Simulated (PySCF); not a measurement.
Frontier orbitals and the lowest excitations

Species: C₅H₆BCl₂F.
Structure used (PBE0-D3(BJ)/def2-SVP), in Å, numbered top down from 1:
```xyz
15
C5H6BCl2F angstrom
F     -1.2646   -1.4886    1.6129
C     -0.2680   -1.1703    0.7576
C      0.4776    0.1428    1.0331
B      1.9986    0.2210    0.8305
Cl     2.7783   -0.6944   -0.4530
Cl     3.0032    1.2220    1.8601
C     -0.4481   -0.0522   -0.1433
C     -0.4340    0.2078   -1.5966
C     -1.5825    0.6855   -0.7310
H      0.3151   -2.0470    0.4545
H      0.0432    0.7095    1.8636
H      0.2654    0.9583   -1.9753
H     -0.6057   -0.6364   -2.2704
H     -2.5424    0.1659   -0.8017
H     -1.6556    1.7579   -0.5297
```

Computed with TDDFT CAM-B3LYP/def2-SVPD, vertical, gas phase, core orbitals frozen in the response (PySCF 2.14.0, density-fitted response routines).

Frontier orbitals with the atoms that hold most of them (Löwdin shares over 4%, at most four atoms; ? is withheld):

```tsv
orbital	ε (eV)	atoms
LUMO+2	1.53	Cl6 17%, Cl5 14%, H13 10%, C8 9%
LUMO+1	0.72	B4 46%, Cl6 16%, Cl5 14%
LUMO	-0.34	?
HOMO	?	?
HOMO-1	-10.04	C3 20%, C7 20%, Cl6 16%, C9 8%
HOMO-2	-10.30	C7 26%, C9 19%, C8 13%, C3 9%
HOMO-3	-10.56	Cl5 54%, Cl6 29%, B4 4%
```

Task: Give the leading atoms of the LUMO.

Result: B4 (bonded to C and 2 Cl) 42%; Cl6 (bonded to B) 18%; Cl5 (bonded to B) 16%; C3 (bonded to B, 2 C and H) 9%. By element: boron 42%, chlorine 34%, carbon 9% or more.

Task: Give the leading atoms of the HOMO.

Result: C2 (bonded to 2 C, F and H) 18%; C3 (bonded to B, 2 C and H) 16%; C8 (bonded to 2 C and 2 H) 16%; F1 (bonded to C) 13%. By element: carbon 50% or more, fluorine 13%.

Task: What is the HOMO energy, and the HOMO–LUMO gap?

Result: ε(HOMO) = -9.65 eV; the gap is 9.31 eV (0.3423 hartree).

Task: How does S1 compare with the orbital gap of 9.31 eV?

Result: S1 is at 5.96 eV (f = 0.0081), 3.35 eV below the gap, made of HOMO→LUMO (53%), HOMO-1→LUMO (33%). 

Next come S2 at 6.28 eV (f 0.0002), HOMO-3→LUMO (79%), HOMO-2→LUMO (18%); S3 at 6.45 eV (f 0.236), HOMO-1→LUMO (55%), HOMO→LUMO (40%); S4 at 6.82 eV (f 0.012), HOMO-2→LUMO (69%), HOMO-3→LUMO (17%); S5 at 7.19 eV (f 0.045), HOMO-4→LUMO (48%), HOMO-5→LUMO (38%).

One conformer stands for the species.
